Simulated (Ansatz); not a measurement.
Two isomers of CH7BOSi2: A = `OCB1[SiH2][SiH2]1`, B = `[SiH3]B1C[SiH2]O1`.

Isolated molecules relaxed with PBE0-D4/def2-TZVP in Ansatz; ΔE leaves out vibrations. CCSD(T)/CBS is the MP2 limit (def2-TZVPP, def2-QZVPP) plus CCSD(T) − MP2 in def2-TZVPP, frozen cores. Functionals use def2-TZVPP. B3LYP here is the variant with VWN-RPA as its local correlation; programs differ in this. Each species was taken in one conformer, which may not be the lowest.

Question: Which is lower in electronic energy at CCSD(T)/CBS, and by how much? (An estimate is asked.)

Answer: The calculation gave: B, by 92.9 kcal/mol.

Question: Give E(B) − E(A) in kcal/mol with B3LYP-D4, CCSD/def2-TZVPP, CCSD(T)/def2-TZVPP, B3LYP, r2SCAN-D4, B2PLYP, MP2/def2-TZVPP. (An estimate is asked.)

Answer: Ansatz gave: B3LYP-D4 -91.7, CCSD/def2-TZVPP -95.4, CCSD(T)/def2-TZVPP -92.7, B3LYP -91.8, r2SCAN-D4 -89.1, B2PLYP -93.9, MP2/def2-TZVPP -95.4. None reverses the order clearly.

Largest T1 diagnostic: 0.015.

From PBE to PBE0 (25 % exact exchange), in def2-TZVPP and without D4, E(B) − E(A) moves by −5.4 kcal/mol. In def2-TZVPP, CCSD(T) changes the Hartree–Fock value by +14.2 kcal/mol (the triples alone add +2.8 kcal/mol) and MP2 by +11.4 kcal/mol.
